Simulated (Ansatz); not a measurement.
`O[SiH2][SiH2]O` + `BCCN` → `B[SiH2][SiH2]O` + `NCCO`  (formal exchange of groups at the Si–O bond)

Gas-phase electronic energies from Ansatz, PBE0-D4/def2-TZVP geometries. CCSD(T)/CBS adds triple-zeta CCSD(T) − MP2 to the extrapolated MP2 energy (def2 sets, frozen cores). This one scheme is used for every species. Functionals use def2-TZVPP. One conformer a species, not always the lowest.

```json
{"level": "BLYP-D4", "ΔE (kcal/mol)": "39.2"}
{"level": "PBE0-D4", "ΔE (kcal/mol)": "38.4"}
{"level": "ωB97M-V", "ΔE (kcal/mol)": "41.9"}
{"level": "PBE-QIDH", "ΔE (kcal/mol)": "41.0"}
{"level": "r2SCAN0", "ΔE (kcal/mol)": "40.8"}
{"level": "RPA@PBE/def2-TZVPP", "ΔE (kcal/mol)": "38.7"}
{"level": "HF/def2-QZVPP", "ΔE (kcal/mol)": "43.0"}
{"level": "MP2/CBS(def2)", "ΔE (kcal/mol)": "44.5"}
```

Problem. What does CCSD(T)/CBS give? (An estimate is asked.)

Solution. The calculation gave: +41.3 kcal/mol. The listed levels differ from it by -2.1, -2.9, 0.6, -0.3, -0.5, -2.6, 1.7, 3.2 kcal/mol.

Largest T1 diagnostic among the species: 0.014.

From BLYP to BHLYP (50 % exact exchange), in def2-TZVPP and without D4, ΔE moves by +3.4 kcal/mol. Leaving LDA and LC-ωPBE aside and taking each functional with its dispersion term where it has one, the values, not all of them listed here, spread over 5.9 kcal/mol, from revPBE-D4 to BHLYP-D4. LDA lies +1.2 kcal/mol from PBE without D4.
